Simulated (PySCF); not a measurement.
C7H7, charge +2, doublet, geometry from GFN2-xTB of the parent state (a state made from the parent by changing its charge; the spin is typed, not shown lowest); PySCF with DF-B3LYP/cc-pVDZ.

The PySCF input:
```python
from pyscf import gto, scf, dft

mol = gto.Mole()
mol.atom = '''
    C     2.360691   -0.218245    0.050847
    C     0.988212   -0.091360    0.021285
    C     0.362120    1.181917   -0.094732
    C    -1.003899    1.298308   -0.123319
    C    -1.812996    0.167611   -0.039050
    C    -1.229146   -1.091864    0.075222
    C     0.135024   -1.227878    0.105440
    H     3.001740    0.642389   -0.012948
    H     2.829858   -1.181518    0.138555
    H     0.988874    2.059364   -0.160142
    H    -1.460111    2.274131   -0.211908
    H    -2.887584    0.266956   -0.062196
    H    -1.859809   -1.967206    0.140401
    H     0.587000   -2.205053    0.194085
'''
mol.basis = 'cc-pvdz'
mol.charge = 2
mol.spin = 1
mol.verbose = 5
mol.build()

mf = dft.UKS(mol)
mf.xc = 'b3lyp'
mf = mf.density_fit(auxbasis='def2-universal-jkfit')
mf.kernel()
mf.analyze()
```

Predict the main parts of the log of this PySCF run.


```
PySCF version 2.14.0

[INPUT] verbose = 5
[INPUT] max_memory = 4000
[INPUT] num. atoms = 14
[INPUT] num. electrons = 47
[INPUT] charge = 2
[INPUT] spin (= nelec alpha-beta = 2S) = 1
[INPUT] symmetry False subgroup None
[INPUT] Mole.unit = angstrom
[INPUT] Symbol           X                Y                Z      unit          X                Y                Z       unit  Magmom
[...]
[INPUT] ---------------- BASIS SET ----------------
[INPUT] l, kappa, [nprim/nctr], expnt,             c_1 c_2 ...
[INPUT] C
[...]
                                1000              0.005329 -0.001154
                                228               0.027077 -0.005725
                                64.71             0.101718 -0.023312
                                21.06             0.27474 -0.063955
                                7.495             0.448564 -0.149981
                                2.797             0.285074 -0.127262
                                0.5215            0.015204 0.544529
[...]
                                2.002             0.20948
                                0.5456            0.508557
[...]
[INPUT] H
[...]
                                1.962             0.137977
                                0.4446            0.478148
[...]
nuclear repulsion = 261.776121209922
number of shells = 56
number of NR pGTOs = 231
number of NR cGTOs = 133
basis = cc-pvdz
ecp = {}

******** <class 'pyscf.df.df_jk.DFUKS'> ********
method = DFUKS
initial guess = minao
damping factor = 0
level_shift factor = 0
DIIS = <class 'pyscf.scf.diis.CDIIS'>
diis_start_cycle = 1
diis_space = 8
diis_damp = 0
SCF conv_tol = 1e-09
SCF conv_tol_grad = None
SCF max_cycles = 50
direct_scf = False
number electrons alpha = 24  beta = 23
XC library pyscf.dft.libxc version 7.1.2
    S. Lehtola, C. Steigemann, M. J. T. Oliveira, and M. A. L. Marques,  SoftwareX 7, 1–5 (2018)
XC functionals = b3lyp
    P. J. Stephens, F. J. Devlin, C. F. Chabalowski, and M. J. Frisch,  J. Phys. Chem. 98, 11623 (1994)
radial grids:
    Treutler-Ahlrichs [JCP 102, 346 (1995); DOI:10.1063/1.469408] (M4) radial grids

becke partition: Becke, JCP 88, 2547 (1988); DOI:10.1063/1.454033
pruning grids: <function nwchem_prune>
grids dens level: 3
symmetrized grids: False
atomic radii adjust function: <function treutler_atomic_radii_adjust>
small_rho_cutoff = 0
Set gradient conv threshold to 3.16228e-05
atom C rad-grids = 75, ang-grids = [ 50  50  50  50  50  50  50  50  50  50  50  50  50  50  50  50  50  50
  50  50  50  50  86  86  86  86  86  86  86  86  86  86 266 266 266 266
 266 266 302 302 302 302 302 302 302 302 302 302 302 302 302 302 302 302
 302 302 302 302 266 266 266 266 266 266 266 266 266 266 266 266 266 266
 266 266 266]
atom H rad-grids = 50, ang-grids = [ 50  50  50  50  50  50  50  50  50  50  50  50  50  50  50  86  86  86
  86 266 266 266 266 266 302 302 302 302 302 302 302 302 302 302 302 302
 302 266 266 266 266 266 266 266 266 266 266 266 266 266]
tot_boxes 2880, boxes in each direction [16 14  8]
Padding 6 grids
tot grids = 167488
nelec by numeric integration = [24.49465146 24.49465146]
******** <class 'pyscf.df.df.DF'> ********
auxbasis = def2-universal-jkfit
num shells = 217, num cGTOs = 651
size of aux basis 651
int3c2e [1/1], AO [0:56], nrow = 8911
E1 = -878.5429335723685  E2 = 344.75223325852585  Ecoul = 385.3706774509761  Exc = -40.6184441924502
init E= -272.014579103921
cond(S) = 18953.801532688

  alpha mo_energy =
[-10.29216372 -10.29172144 -10.29064689 -10.28891689 -10.28836558
 -10.2883213  -10.28580934  -1.05164013  -0.92880191  -0.89477945
  -0.78676014  -0.69805468  -0.66591251  -0.57570646  -0.53353264
  -0.51918415  -0.47519204  -0.46857269  -0.44058415  -0.42740478
  -0.40412644  -0.37773701  -0.33326438  -0.30790011  -0.20017338
  -0.08670856  -0.05645679   0.02257314   0.05415827   0.05564404
   0.0728365    0.08676001   0.09872922   0.11410504   0.12198622
   0.17074339   0.22016597   0.23201851   0.24705129   0.28635246
   0.34142634   0.34739411   0.38717335   0.39732133   0.43481891
   0.43787657   0.44070786   0.44147691   0.44447488   0.45226573
   0.45902216   0.46976885   0.47531342   0.5111205    0.53091315
   0.57052567   0.58368194   0.5866177    0.5920671    0.62448313
   0.63189269   0.63321323   0.6714568    0.7127233    0.77908134
   0.80845211   0.82203549   0.82588867   0.84645148   0.88262365
   0.92049801   0.92145703   0.93325698   0.94211831   0.9470232
   0.99234148   0.99531378   1.00341986   1.02323937   1.04744949
   1.15995877   1.17812814   1.26088602   1.27141068   1.36272822
   1.38027216   1.40228629   1.40518046   1.44035407   1.44559458
   1.49772482   1.53152318   1.5330004    1.53515696   1.55375621
   1.55510324   1.58621711   1.60153457   1.64660028   1.64876227
   1.6810448    1.68858197   1.68956372   1.73889544   1.75400905
   1.76316161   1.77285578   1.79076237   1.82764867   1.86302693
   1.87108961   1.9274238    1.93305302   1.93995151   1.94676523
   2.05479759   2.08771193   2.16693436   2.20273571   2.21286828
   2.26367521   2.32472552   2.36382483   2.37956017   2.42909341
   2.52335593   2.59561864   2.66851351   2.67102948   2.78112236
   2.83280256   2.97907654   3.52806087]
  beta  mo_energy =
[-10.29216372 -10.29172144 -10.29064689 -10.28891689 -10.28836558
 -10.2883213  -10.28580934  -1.05164013  -0.92880191  -0.89477945
  -0.78676014  -0.69805468  -0.66591251  -0.57570646  -0.53353264
  -0.51918415  -0.47519204  -0.46857269  -0.44058415  -0.42740478
  -0.40412644  -0.37773701  -0.33326438  -0.30790011  -0.20017338
  -0.08670856  -0.05645679   0.02257314   0.05415827   0.05564404
   0.0728365    0.08676001   0.09872922   0.11410504   0.12198622
   0.17074339   0.22016597   0.23201851   0.24705129   0.28635246
   0.34142634   0.34739411   0.38717335   0.39732133   0.43481891
   0.43787657   0.44070786   0.44147691   0.44447488   0.45226573
   0.45902216   0.46976885   0.47531342   0.5111205    0.53091315
[...]
converged SCF energy = -270.127654310618  <S^2> = 0.76813792  2S+1 = 2.0180564
Total Energy =                        -270.127654310618425
[...]
spin_pop of  0 C 3dx2-y2   -0.00001
spin_pop of  1 C 1s        0.00000
spin_pop of  1 C 2s       -0.00445
spin_pop of  1 C 3s        0.00003
spin_pop of  1 C 2px      -0.00282
spin_pop of  1 C 2py      -0.00876
spin_pop of  1 C 2pz      -0.02834
spin_pop of  1 C 3px       0.00005
spin_pop of  1 C 3py      -0.00004
spin_pop of  1 C 3pz       0.00026
spin_pop of  1 C 3dxy     -0.00001
spin_pop of  1 C 3dyz      0.00038
spin_pop of  1 C 3dz^2     0.00000
spin_pop of  1 C 3dxz     -0.00003
spin_pop of  1 C 3dx2-y2   -0.00001
spin_pop of  2 C 1s       -0.00000
spin_pop of  2 C 2s        0.01269
spin_pop of  2 C 3s       -0.00017
spin_pop of  2 C 2px       0.00038
spin_pop of  2 C 2py       0.00893
spin_pop of  2 C 2pz       0.30918
spin_pop of  2 C 3px      -0.00011
spin_pop of  2 C 3py      -0.00003
spin_pop of  2 C 3pz       0.00020
spin_pop of  2 C 3dxy      0.00001
spin_pop of  2 C 3dyz     -0.00001
spin_pop of  2 C 3dz^2    -0.00054
spin_pop of  2 C 3dxz      0.00046
spin_pop of  2 C 3dx2-y2    0.00006
spin_pop of  3 C 1s       -0.00000
spin_pop of  3 C 2s        0.01014
spin_pop of  3 C 3s       -0.00014
spin_pop of  3 C 2px      -0.00136
spin_pop of  3 C 2py       0.00796
spin_pop of  3 C 2pz       0.25806
spin_pop of  3 C 3px      -0.00009
spin_pop of  3 C 3py      -0.00001
spin_pop of  3 C 3pz       0.00024
spin_pop of  3 C 3dxy      0.00000
spin_pop of  3 C 3dyz     -0.00006
spin_pop of  3 C 3dz^2    -0.00045
spin_pop of  3 C 3dxz      0.00043
spin_pop of  3 C 3dx2-y2    0.00006
spin_pop of  4 C 1s        0.00000
spin_pop of  4 C 2s       -0.00633
spin_pop of  4 C 3s        0.00006
spin_pop of  4 C 2px      -0.00407
spin_pop of  4 C 2py      -0.00832
spin_pop of  4 C 2pz      -0.08505
spin_pop of  4 C 3px       0.00006
spin_pop of  4 C 3py      -0.00000
spin_pop of  4 C 3pz       0.00032
spin_pop of  4 C 3dxy     -0.00002
spin_pop of  4 C 3dyz      0.00026
spin_pop of  4 C 3dz^2     0.00010
spin_pop of  4 C 3dxz     -0.00010
spin_pop of  4 C 3dx2-y2   -0.00001
spin_pop of  5 C 1s       -0.00000
spin_pop of  5 C 2s        0.01014
spin_pop of  5 C 3s       -0.00014
spin_pop of  5 C 2px      -0.00150
spin_pop of  5 C 2py       0.00810
spin_pop of  5 C 2pz       0.25806
spin_pop of  5 C 3px      -0.00009
spin_pop of  5 C 3py      -0.00001
spin_pop of  5 C 3pz       0.00024
spin_pop of  5 C 3dxy      0.00000
spin_pop of  5 C 3dyz     -0.00012
spin_pop of  5 C 3dz^2    -0.00045
spin_pop of  5 C 3dxz      0.00050
spin_pop of  5 C 3dx2-y2    0.00006
spin_pop of  6 C 1s       -0.00000
spin_pop of  6 C 2s        0.01269
spin_pop of  6 C 3s       -0.00017
spin_pop of  6 C 2px       0.00037
spin_pop of  6 C 2py       0.00894
spin_pop of  6 C 2pz       0.30919
spin_pop of  6 C 3px      -0.00011
spin_pop of  6 C 3py      -0.00003
spin_pop of  6 C 3pz       0.00020
spin_pop of  6 C 3dxy      0.00001
spin_pop of  6 C 3dyz      0.00002
spin_pop of  6 C 3dz^2    -0.00054
spin_pop of  6 C 3dxz      0.00043
spin_pop of  6 C 3dx2-y2    0.00006
spin_pop of  7 H 1s        0.00043
spin_pop of  7 H 2s        0.00000
spin_pop of  7 H 2px       0.00000
spin_pop of  7 H 2py       0.00000
spin_pop of  7 H 2pz      -0.00000
spin_pop of  8 H 1s        0.00043
spin_pop of  8 H 2s        0.00000
spin_pop of  8 H 2px       0.00000
spin_pop of  8 H 2py       0.00000
spin_pop of  8 H 2pz      -0.00000
spin_pop of  9 H 1s       -0.00923
spin_pop of  9 H 2s       -0.00002
spin_pop of  9 H 2px      -0.00001
spin_pop of  9 H 2py      -0.00004
spin_pop of  9 H 2pz       0.00003
spin_pop of  10 H 1s       -0.00769
spin_pop of  10 H 2s       -0.00001
spin_pop of  10 H 2px       0.00001
spin_pop of  10 H 2py      -0.00004
spin_pop of  10 H 2pz       0.00002
spin_pop of  11 H 1s        0.00214
spin_pop of  11 H 2s       -0.00000
spin_pop of  11 H 2px       0.00002
spin_pop of  11 H 2py       0.00000
spin_pop of  11 H 2pz      -0.00001
spin_pop of  12 H 1s       -0.00769
spin_pop of  12 H 2s       -0.00001
spin_pop of  12 H 2px      -0.00000
spin_pop of  12 H 2py      -0.00003
spin_pop of  12 H 2pz       0.00002
spin_pop of  13 H 1s       -0.00923
spin_pop of  13 H 2s       -0.00002
spin_pop of  13 H 2px       0.00000
spin_pop of  13 H 2py      -0.00005
spin_pop of  13 H 2pz       0.00003
 ** Mulliken Spin Density (per atom)  **
spin density of  0 C =     -0.03390
spin density of  1 C =     -0.04374
spin density of  2 C =      0.33105
spin density of  3 C =      0.27479
spin density of  4 C =     -0.10311
spin density of  5 C =      0.27479
spin density of  6 C =      0.33106
spin density of  7 H =      0.00044
spin density of  8 H =      0.00044
spin density of  9 H =     -0.00926
spin density of  10 H =     -0.00773
spin density of  11 H =      0.00215
spin density of  12 H =     -0.00773
spin density of  13 H =     -0.00926
 ** Mulliken pop alpha/beta on meta-lowdin orthogonal AOs **
 ** Mulliken pop       alpha | beta **
In total            24.00000 | 23.00000
 ** Mulliken atomic charges   ( Nelec_alpha | Nelec_beta ) **
charge of  0C =      0.11388  (     2.92611      2.96001 )
charge of  1C =      0.00779  (     2.97423      3.01798 )
charge of  2C =      0.13761  (     3.09672      2.76567 )
charge of  3C =      0.06625  (     3.10427      2.82948 )
charge of  4C =      0.04831  (     2.92429      3.02740 )
charge of  5C =      0.06624  (     3.10427      2.82948 )
charge of  6C =      0.13761  (     3.09672      2.76567 )
charge of  7H =      0.20451  (     0.39797      0.39753 )
charge of  8H =      0.20451  (     0.39797      0.39753 )
charge of  9H =      0.19892  (     0.39591      0.40517 )
charge of  10H =      0.20552  (     0.39338      0.40110 )
charge of  11H =      0.20441  (     0.39887      0.39672 )
charge of  12H =      0.20552  (     0.39338      0.40110 )
charge of  13H =      0.19892  (     0.39591      0.40517 )

WARN: System has nonzero charge 2; the dipole moment is origin-dependent.
Location of origin: [0. 0. 0.]

Dipole moment(X, Y, Z, Debye):  1.51763, -0.14031,  0.03267
```
